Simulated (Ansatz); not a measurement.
Input file for Ansatz (an electronic-structure program): R-wB97M-V/def2-TZVPPD on CH10Ge2 (a complex), monomers drawn apart or pushed together. Files ending in .json are basis or fitting sets from the Basis Set Exchange.

Ansatz 0.2 input:
```yaml
crystal:
  periodic: [false, false, false]
  atoms:
    - {symbol: Ge, position_ang: [-0.18822438, -1.40850771, 0.65348644]}
    - {symbol: Ge, position_ang: [-0.36985753, 0.98919005, 0.25952059]}
    - {symbol: H, position_ang: [0.16948168, -2.13197227, -0.65748595]}
    - {symbol: H, position_ang: [-1.52506734, -1.97019722, 1.16954011]}
    - {symbol: H, position_ang: [0.90448815, -1.71286358, 1.69103819]}
    - {symbol: H, position_ang: [1.02862300, 1.61726476, 0.12085287]}
    - {symbol: H, position_ang: [-1.10313402, 1.68200210, 1.42010308]}
    - {symbol: H, position_ang: [-1.15310441, 1.25490308, -1.03893994]}
    - {symbol: C, position_ang: [0.37193893, 0.27856651, 3.78913936]}
    - {symbol: H, position_ang: [-0.64491002, 0.18195918, 3.41146800]}
    - {symbol: H, position_ang: [0.78419789, -0.71080686, 3.98046591]}
    - {symbol: H, position_ang: [0.98688540, 0.79061436, 3.05034567]}
    - {symbol: H, position_ang: [0.36085040, 0.85515858, 4.71297299]}
basis:
  gaussian:
    orbitals: def2-TZVPPD.json
hamiltonian:
  xc: {name: wB97M-V}
scf: {lower_state_search: off}
```

Output:

```
WARN ansatz: RAYON_NUM_THREADS=1 ignored (pool sized by the plan → 1); use --threads N
Functional definition: wB97M-V
these checks for a lower state are left out or cut short: stability, starts, cluster_reference, orbital_swaps, neighbouring_geometries, increment
integrals: 0.46 GiB planned
1592 factors; their error is unknown
integrals: 0.50 GiB planned
454 factors; integrals over basis functions are off by at most 1.8e-5 eV
mean field: 2.02 GiB planned
mean field evaluation 1: about -114225.8129 eV, gradient 4.0e1 eV
mean field evaluation 2: about -114227.2325 eV, gradient 3.1e1 eV
mean field evaluation 4: about -114228.7576 eV, gradient 1.4e0 eV
mean field evaluation 8: about -114229.0269 eV, gradient 4.5e-1 eV
mean field evaluation 16: about -114229.0271 eV, gradient 9.1e-6 eV
mean field -114229.02708557 eV, -4197.8393181794 hartree, gradient 9.2e-6 eV, S^2 0.000000; 0 other end points of the search recorded, 0 dependent functions left out
reference -114229.02714916 eV, -4197.8393205163 hartree; 40, 40 occupied and 275, 275 virtual orbitals, 1592 factors
Total energy: -114229.02714916 eV, -4197.8393205163 hartree
Checks for a lower state left out: stability, starts, cluster_reference, orbital_swaps, neighbouring_geometries, increment
```

The run converged.

Cost: roughly 18 core-seconds.
